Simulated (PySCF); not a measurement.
## Correlation energy of O³⁺ (oxygen, charge +3)

[He] 2s2 2p1, 2P determinant. All numbers are calculated (PySCF 2.14, the spin-free X2C one-electron Hamiltonian (Gaussian nucleus), in aug-cc-pVTZ-DK (5s4p3d2f, 46 functions)). Frozen: 1s2; 3 electrons correlated.

```
  level  correlation energy (mhartree)
   CCSD                         -90.57
    (T)                          -0.95
CCSD(T)                         -91.52
  CCSDT                         -91.71
```

Diagnostics: T1 = 0.0053, D1 = 0.0103, largest double amplitude 0.135.

Question: Is a single reference adequate?

Answer: Mostly. T1 lies below 0.03, but a double amplitude of this size points to a near-degeneracy that CCSD handles and MP2 describes poorly.
